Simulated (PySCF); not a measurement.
# Spin states of SnBr

Unrestricted PBE0; Sn def2-SVP with ECP28, Br def2-SVP; scalar-relativistic core potentials (PySCF 2.14). Outer shells of the fragments: Sn 4d10 5s2 5p2; Br 3d10 4s2 4p5.

Followed along the bond (rough minima from three points):

```
2Ms+1   unpaired  ⟨S²⟩ at the start  R at minimum (Å)  Te (eV)
    2        π ↑               0.75              2.54     0.00
    4  σ ↑, π ↑↑               3.75  none in the scan   ≤ 3.16
```

Solutions found at the starting distance of 2.465 Å, counted from the lowest of them; the search is not exhaustive and high or unbound solutions are not listed, so other states can lie among these:

```csv
2Ms+1,unpaired,term,E (eV),⟨S²⟩,⟨Lz²⟩,μ (D)
2,π ↑,²Π,0.00,0.75,1.01,-2.16
2,σ ↑,²Σ⁺,2.61,0.75,0.00,-1.49
4,"σ ↑, π ↑↑",⁴Σ⁻,3.18,3.75,0.00,-0.76
2,"σ ↑, π ↑↓",mixed,3.89,1.76,2.01,-0.21
2,"σ ↓, π ↑↑",mixed,3.92,1.77,0.00,0.16
4,π ↑↑↑,⁴Π,4.27,3.76,1.00,3.47
4,"σ ↑↑, π ↑",⁴Π,5.47,3.75,1.00,0.02
4,"σ ↑, π ↑↑",mixed,6.29,3.75,2.01,3.73
4,"σ ↑, π ↑↑",mixed,6.46,3.75,2.01,3.69
```

A term symbol is given only where ⟨S²⟩ and ⟨Lz²⟩ are close to those of a pure state; real π, δ and φ orbitals otherwise mix terms. A positive dipole means Sn(−)Br(+).

Spin–orbit coupling is left out. Counting both spins, an empty level lies below a filled one in some of these solutions, because spin and occupation are held.
